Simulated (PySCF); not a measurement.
Compound: C6H10O.
Numbering: `[CH2:1]=[C:2]=[CH:3][C@H:4]([CH3:5])[O:6][CH3:7]` (hydrogens: H8, H9 on C1; H10 on C3; H11 on C4; H12, H13, H14 on C5; H15, H16, H17 on C7)

The same species was optimised twice, with GFN2-xTB and with PBE0-D3(BJ)/def2-SVP (PySCF), and the same property calculations (PySCF, gas phase) were run on both structures.

```json
{"coordinate": "C1=C2 (Å)", "GFN2-xTB": "1.294", "PBE0-D3(BJ)/def2-SVP": "1.308", "change": "+0.014"}
{"coordinate": "C2=C3 (Å)", "GFN2-xTB": "1.296", "PBE0-D3(BJ)/def2-SVP": "1.309", "change": "+0.013"}
{"coordinate": "C4–O6 (Å)", "GFN2-xTB": "1.418", "PBE0-D3(BJ)/def2-SVP": "1.406", "change": "-0.012"}
{"coordinate": "C4–C5 (Å)", "GFN2-xTB": "1.526", "PBE0-D3(BJ)/def2-SVP": "1.516", "change": "-0.010"}
{"coordinate": "O6–C7 (Å)", "GFN2-xTB": "1.402", "PBE0-D3(BJ)/def2-SVP": "1.395", "change": "-0.007"}
{"coordinate": "C3–C4 (Å)", "GFN2-xTB": "1.514", "PBE0-D3(BJ)/def2-SVP": "1.514", "change": "0.000"}
{"coordinate": "C3–C4–C5 (°)", "GFN2-xTB": "110.1", "PBE0-D3(BJ)/def2-SVP": "111.4", "change": "+1.3"}
{"coordinate": "C1–C2–C3 (°)", "GFN2-xTB": "178.0", "PBE0-D3(BJ)/def2-SVP": "178.8", "change": "+0.8"}
{"coordinate": "C2–C3–C4 (°)", "GFN2-xTB": "123.8", "PBE0-D3(BJ)/def2-SVP": "124.6", "change": "+0.8"}
{"coordinate": "C4–O6–C7 (°)", "GFN2-xTB": "113.9", "PBE0-D3(BJ)/def2-SVP": "114.5", "change": "+0.6"}
{"coordinate": "C3–C4–O6 (°)", "GFN2-xTB": "111.4", "PBE0-D3(BJ)/def2-SVP": "111.1", "change": "-0.3"}
{"coordinate": "C5–C4–O6 (°)", "GFN2-xTB": "107.2", "PBE0-D3(BJ)/def2-SVP": "107.0", "change": "-0.2"}
{"coordinate": "C2–C3–C4–C5 (°)", "GFN2-xTB": "-118", "PBE0-D3(BJ)/def2-SVP": "-117", "change": "+1"}
{"coordinate": "C3–C4–O6–C7 (°)", "GFN2-xTB": "-69", "PBE0-D3(BJ)/def2-SVP": "-69", "change": "0"}
```

Rotational constants: A = 3756, B = 1751, C = 1292 MHz (GFN2-xTB) against A = 3785, B = 1721, C = 1279 MHz (PBE0-D3(BJ)/def2-SVP). Point groups within 0.08 Å: C1 and C1.

On the GFN2-xTB structure: isotropic polarisability (au) 81.0 [CAM-B3LYP/def2-SVPD]; HOMO (eV) -8.78 [CAM-B3LYP/def2-SVPD]; LUMO (eV) 1.25 [CAM-B3LYP/def2-SVPD]; dipole (D) 1.22 [CAM-B3LYP/def2-SVPD].

Task: What do these properties become on the PBE0-D3(BJ)/def2-SVP structure?

Result: 
```csv
property,level,on GFN2-xTB,on PBE0-D3(BJ)/def2-SVP,change
isotropic polarisability (au),CAM-B3LYP/def2-SVPD,81.0,82.4,+1.4
HOMO (eV),CAM-B3LYP/def2-SVPD,-8.78,-8.76,+0.02
LUMO (eV),CAM-B3LYP/def2-SVPD,1.25,1.20,-0.05
dipole (D),CAM-B3LYP/def2-SVPD,1.22,1.17,-0.05
"energy, GFN2-xTB geometry as zero (kcal/mol)",CAM-B3LYP/def2-SVPD,0.0,-0.7,-0.7
```

The heavy atoms differ by 0.021 Å rms after alignment. Among bonds between heavy atoms C1=C2 and C2=C3 change most and about equally (+0.013 to +0.014 Å). Changes are differences of the printed values. Neither structure is proved a minimum here.

Shape of the structure used: `[CH2:1]=[C:2]=[CH:3][C@H:4]([CH3:5])[O:6][CH3:7]`: C2–C3–C4–C5 -117°, C3–C4–O6–C7 -69°.
